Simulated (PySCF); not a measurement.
**Substituent chemical shifts**

Parent skeleton `[CH2:1]1[CH2:2][S:3][SiH2:4][S:5]1`; one hydrogen on atom 4 is replaced by X. Hydrogens on one atom are averaged.

Method: coordinates at the GFN2-xTB level, GIAO PBE0/pcSseg-1 shieldings, in PySCF 2.14 (isolated molecule, non-relativistic Hamiltonian, rapidly exchanging positions averaged, single conformer).

References, each an isolated molecule treated in the same way: 13C (186.93 ppm), 29Si (349.16 ppm), 1H (31.72 ppm) against TMS; 33S (503.73 ppm) vs CS2.

Parent (X = H): C1/C2 42.1, S3/S5 -138.5, Si4 -1.0, H(C1)/H(C2) 2.88, H(Si4) 5.46 ppm. Effects are Δδ = δ(X) − δ(H), positive for deshielding.

Known members:
| X | C1/C2 | S3/S5 | Si4 | H(C1)/H(C2) | H(Si4) |
| --- | --- | --- | --- | --- | --- |
| COCF3 | +0.4 | +31.6 | +1.7 | +0.18 | -0.20 |
| OCHO | -1.4 | +33.8 | +22.9 | +0.08 | +1.30 |
| CH2OCH3 | -0.4 | +19.1 | +32.3 | -0.03 | +0.18 |

Four more derivatives gave (Δδ, ppm):
```csv
compound,C1/C2,S3/S5,Si4,H(C1)/H(C2),H(Si4)
1,-0.6,+7.3,+40.1,+0.00,+0.11
2,-0.3,+39.8,-0.2,+0.16,+0.15
3,+0.3,+54.6,+11.5,+0.15,+0.87
4,+0.3,+34.6,-7.6,+0.12,+0.13
```

Task: Their substituents are C(S)CH3, CN, N=CH2, tBu. Which is which?

Result: 1: X = tBu (CC(C)(C)[SiH]1SCCS1); 2: X = C(S)CH3 (CC(=S)[SiH]1SCCS1); 3: X = N=CH2 (C=N[SiH]1SCCS1); 4: X = CN (N#C[SiH]1SCCS1).
